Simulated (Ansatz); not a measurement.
```xyz
5

F     1.940    1.968   -0.730
Al    0.789    0.868   -0.316
Al   -1.153   -0.422    0.222
Se    1.001   -1.379    0.302
H    -2.577   -1.035    0.523
```

Total charge 0; spin multiplicity 1.

Task: List the PBE0/def2-TZVPP orbital energies in eV (Ansatz). (Estimate.)

Result: Computed: Occupied: -12361.25, -1584.06, -1528.85, -1528.79, -1421.06, -1421.06, -1421.04, -673.32, -214.46, -157.94, -157.93, -157.90, -114.65, -114.60, -74.73, -74.69, -74.62, -74.58, -74.57, -74.49, -57.93, -57.93, -57.91, -57.90, -57.89, -32.29, -18.91, -13.31, -11.88, -11.88, -11.63, -10.05, -8.39, -7.74, -6.41. Lowest empty: -2.37, -1.59, -0.56, -0.22, 0.58, 1.32, 1.97, 2.79.
